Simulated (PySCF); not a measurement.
yttrium atom (Y), doublet (core potentials on Y); CAMB3LYP/def2-TZVP (PySCF).

The PySCF input:
```python
from pyscf import gto, scf, dft

mol = gto.Mole()
mol.atom = '''
    Y     0.000000    0.000000    0.000000
'''
mol.basis = 'def2-tzvp'
mol.ecp = {'Y': 'def2-tzvp'}
mol.charge = 0
mol.spin = 1
mol.verbose = 4
mol.build()

mf = dft.UKS(mol)
mf.xc = 'camb3lyp'
mf.kernel()
```

It wrote (shortened):

```
PySCF version 2.14.0

[INPUT] verbose = 4
[INPUT] num. atoms = 1
[INPUT] num. electrons = 11
[INPUT] charge = 0
[INPUT] spin (= nelec alpha-beta = 2S) = 1
[INPUT] symmetry False subgroup None
[INPUT] Mole.unit = angstrom
[INPUT] Symbol           X                Y                Z      unit          X                Y                Z       unit  Magmom
[INPUT]  1 Y      0.000000000000   0.000000000000   0.000000000000 AA    0.000000000000   0.000000000000   0.000000000000 Bohr   0.0

nuclear repulsion = 0
number of shells = 14
number of NR pGTOs = 60
number of NR cGTOs = 40
basis = def2-tzvp
ecp = {'Y': 'def2-tzvp'}

******** <class 'pyscf.dft.uks.UKS'> ********
method = UKS
initial guess = minao
damping factor = 0
level_shift factor = 0
DIIS = <class 'pyscf.scf.diis.CDIIS'>
diis_start_cycle = 1
diis_space = 8
diis_damp = 0
SCF conv_tol = 1e-09
SCF conv_tol_grad = None
SCF max_cycles = 50
direct_scf = True
direct_scf_tol = 1e-13
number electrons alpha = 6  beta = 5
XC library pyscf.dft.libxc version 7.1.2
    S. Lehtola, C. Steigemann, M. J. T. Oliveira, and M. A. L. Marques,  SoftwareX 7, 1–5 (2018)
XC functionals = camb3lyp
    T. Yanai, D. P. Tew, and N. C. Handy,  Chem. Phys. Lett. 393, 51 (2004)
radial grids:
    Treutler-Ahlrichs [JCP 102, 346 (1995); DOI:10.1063/1.469408] (M4) radial grids

becke partition: Becke, JCP 88, 2547 (1988); DOI:10.1063/1.454033
pruning grids: <function nwchem_prune>
grids dens level: 3
symmetrized grids: False
atomic radii adjust function: <function treutler_atomic_radii_adjust>
small_rho_cutoff = 0
Set gradient conv threshold to 3.16228e-05
tot grids = 21880
init E= -33.3515067564128

cycle= 1 E= -38.0491501551228  delta_E= -4.7  |g|= 0.453  |ddm|= 2.63
cycle= 2 E= -38.1662441887132  delta_E= -0.117  |g|= 0.188  |ddm|= 2.08
cycle= 3 E= -38.1829369267008  delta_E= -0.0167  |g|= 0.00877  |ddm|= 0.379
cycle= 4 E= -38.183188567504  delta_E= -0.000252  |g|= 0.00379  |ddm|= 0.0472
cycle= 5 E= -38.1833239164018  delta_E= -0.000135  |g|= 0.00238  |ddm|= 0.0279
cycle= 6 E= -38.1834228290094  delta_E= -9.89e-05  |g|= 0.00121  |ddm|= 0.0341
cycle= 7 E= -38.1834518864501  delta_E= -2.91e-05  |g|= 0.000738  |ddm|= 0.0184
cycle= 8 E= -38.1834658521282  delta_E= -1.4e-05  |g|= 0.000434  |ddm|= 0.0159
cycle= 9 E= -38.1834690140742  delta_E= -3.16e-06  |g|= 0.00041  |ddm|= 0.00338
cycle= 10 E= -38.1834776880619  delta_E= -8.67e-06  |g|= 0.000347  |ddm|= 0.00968
cycle= 11 E= -38.1834945223532  delta_E= -1.68e-05  |g|= 0.000212  |ddm|= 0.0302
cycle= 12 E= -38.1834953477433  delta_E= -8.25e-07  |g|= 0.00012  |ddm|= 0.00292
cycle= 13 E= -38.1834970157263  delta_E= -1.67e-06  |g|= 5.61e-05  |ddm|= 0.0126
cycle= 14 E= -38.1834970369617  delta_E= -2.12e-08  |g|= 1.74e-05  |ddm|= 0.00102
cycle= 15 E= -38.1834970379421  delta_E= -9.8e-10  |g|= 9.04e-06  |ddm|= 0.000166
Extra cycle  E= -38.1834970380681  delta_E= -1.26e-10  |g|= 2.9e-06  |ddm|= 2.23e-05
converged SCF energy = -38.1834970380681  <S^2> = 0.78227416  2S+1 = 2.0320179
```
